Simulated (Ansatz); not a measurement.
A barrier at the coupled-cluster level

Start structure (SiPN2H9, closed shell), relaxed at PBE0-D4/def2-TZVP:

Si1  (0.129, 0.458, 0.943)
N2  (0.988, -0.936, 0.416)
H3  (-1.239, 0.307, 0.384)
H4  (0.886, 1.608, 0.390)
N5  (-0.098, 0.804, 2.608)
H6  (0.128, -0.382, -2.235)
P7  (-0.810, 0.357, -3.002)
H8  (0.588, -1.856, 0.509)
H9  (1.993, -0.974, 0.476)
H10  (0.651, 1.162, 3.179)
H11  (-0.775, 0.306, 3.162)
H12  (-0.546, -0.370, -4.194)
H13  (-1.894, -0.483, -2.635)
(Å)

The step: SiN₂H₆ ([NH2][SiH2][NH2]) + PH₃ → SiPNH₆ ([NH2][SiH2][PH2]) + NH₃; bonds formed: Si1–P7, N2–H6; bonds broken: Si1–N2, H6–P7. Computed with Ansatz 0.2.0 (basis: def2-TZVPP and def2-QZVPP); correlated methods freeze the cores. Extrapolation: Hartree–Fock as exp(−7.88 √X), correlation as X^−2.97. Energies below are by CCSD(T) at an estimated basis limit (MP2 extrapolated from triple and quadruple zeta, plus CCSD(T) − MP2 in triple zeta).

(1) What are the electronic barrier and the energy of the step, from the start structure to the end structure? (Judge from chemistry; the value comes from the calculation.)

No T1 diagnostic of these runs exceeds 0.012.

## Answers

(1) By the calculation: Barrier 1.819 eV; step energy 0.340 eV (uphill); reverse barrier, their difference, 1.480 eV. Barrier and step energy count from the start structure, the reverse barrier from the end structure.

The saddle point: One imaginary mode of 301i cm⁻¹.
```tsv
pair	start (Å)	saddle (Å)	end (Å)
Si1–P7	4.06	2.92	2.27
N2–H6	2.84	1.11	1.01
Si1–N2	1.72	1.88	3.15
H6–P7	1.42	2.01	3.05
```

Zero-point energy (harmonic, PBE0-D4): ZPE is 2.554 eV at the start and 2.609 eV at the saddle, so the barrier goes from 1.819 to 1.874 eV.

Labels in which every atom is bracketed show which atoms are joined, not bond orders.

For scale, one of the runs: CCSD(T)/def2-TZVPP, 272 basis functions, launched by `ansatz run in.yaml --threads 8 --pin off --events-out ev --progress --plain --max-ram 19148MiB`. The run took 89 s on 8 CPU threads of an Arm Neoverse V2 (shared host), with 6.9 GiB of host memory at its peak.
